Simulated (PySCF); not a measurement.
Mo(O)(NH)(F)(OH) (FH₂MoNO₂), SMILES [NH]=[Mo]([OH])([F])=[O], multiplicity 1. Geometry optimised at B3LYP-D3(BJ)/def2-SVP. The multiplicity is an assumed one; no other spin state was optimised. The structure was generated by enumeration; whether it is a known compound was not checked. The def2 effective core potentials stand for the cores of Mo; spin–orbit coupling is left out. Other conformers were not sampled.

These are B3LYP-D3(BJ)/def2-SVP run with PySCF values and carry that method's errors.

Harmonic wavenumbers (cm⁻¹): 188, 236, 256, 257, 298, 362, 524, 617, 664, 700, 774, 1003, 1046, 3569, 3846. Rotational constants (GHz): 3.744, 3.382, 3.126; symmetry number 1.

Task: Work out the zero-point energy and the ideal-gas rigid-rotor harmonic-oscillator thermochemistry at 298.15 K and 1 atm.

Result: ZPE = ½ Σ hcν = ½ × 14341 cm⁻¹ = 85.78 kJ/mol. H − E(el) = 105.05 kJ/mol. Entropy in J/(mol K): translation 172.27, rotation 110.87, vibration 50.48, total 333.62. G − E(el) = 5.58 kJ/mol. Cp = 98.91 J/(mol K).
